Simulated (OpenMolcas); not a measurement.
# neutral germanium: effect of the level shift or regulariser

```json
{
  "Program": "OpenMolcas 26.06",
  "Basis": "ANO-R3 [7s6p5d4f2g]",
  "Scalar Hamiltonian": "X2C, finite nucleus",
  "Active space": "4 electrons in 4 orbitals (4s 4p)",
  "State averaging": "2S+1 = 3 even, 3 roots; 2S+1 = 1 even, 6 roots; 2S+1 = 5 odd, 1 root; 2S+1 = 3 odd, 5 roots",
  "Spin-orbit coupling": "state interaction with AMFI integrals over the reference wave functions, term energies averaged over their components"
}
```

Methods on the same reference wave functions:
A. CASSCF
B. SS-CASPT2, IPEA 0.25 Eh, imaginary shift 0.1 Eh (closed shells correlated: 3d)
C. SS-CASPT2, IPEA 0.25 Eh, sigma2 regulariser 0.3 Eh (closed shells correlated: 3d)

Energies in eV above 4s² 4p² ³P₀, the measured ground level; measured values from NIST Handbook of Basic Atomic Spectroscopic Data.

```tsv
Level	A	B	C	Measured
4s² 4p² ³P₀	0.0000	0.0000	0.0000	0.0000
4s² 4p² ³P₁	0.0601	0.0608	0.0607	0.0691
4s² 4p² ³P₂	0.1559	0.1542	0.1542	0.1748
4s² 4p² ¹D₂	1.1740	0.849	0.849	0.8834
4s² 4p² ¹S₀	2.0966	1.975	1.977	2.0293
4s 4p³ ⁵S°₂	3.7942	4.946	4.946	5.1983
```

Deviations, from unrounded energies. A percentage is the sum of absolute deviations over the sum of measured energies, with the sign that they share, or ± where signs differ.

```
                        Against measurement  Levels      A      B      C
             mean absolute deviation (cm-1)       5   2900    600    590
      fine structure of the ground term (%)       2  -11.4  -11.9  -11.9
other terms of the ground configuration (%)       2  +12.3   -3.0   -3.0
                   other configurations (%)       1  -27.0   -4.9   -4.9
```

B, C lie about equally close to measurement and A furthest from it. The largest miss of C in the table is 4s 4p³ ⁵S°₂, by -2000 cm-1. The ranking rests on the paired levels alone, and a cruder setting can come out closer through cancelling errors.

Between B and C the level of the table that moves most is 4s² 4p² ¹S₀, by 12 cm-1 (lowest in B, highest in C). Moves below CASPT2's spread within the term are not significant.

The two smallest mean deviations differ by little beside CASPT2's spread within terms, so their order carries little weight.

From A to B the spin-free energies of the other terms of 4s² 4p² shown, above ³P, scale by factors of 0.69 to 0.94.

The lowest spin-free term lies below A's lowest term by 0.551 hartree in B, 0.551 hartree in C.

Term energies are means over components that CASPT2 splits; among the terms shown or strongly mixed into the levels shown the widest spread is 17 cm-1 (4s² 4p² ¹D, B). Over all roots computed the reference weight is 0.86 to 0.95 in B, 0.90 to 0.95 in C; the roots of lowest weight are the least certain, and an intruder state may touch them. Terms of s pⁿ other than that of highest spin mix with s² pⁿ⁻² d, which this space lacks; all of them can be thousands of cm-1 off, and some have no real level of that name. Without dynamic correlation excited terms often stand tens of per cent too high (terms of higher spin than the ground term too low), and those without a measured partner can miss by more than the paired ones (holds for A). Computed and measured levels are paired by configuration, term and J; levels that our copy of the source lacks, or whose pairing is in doubt (as where it misses far off the trend of its configuration), stay unpaired and out of the deviations. Levels of configurations outside the active space are missing. Levels that lie high or do not pair safely by name in every column are left out.

° marks odd parity.
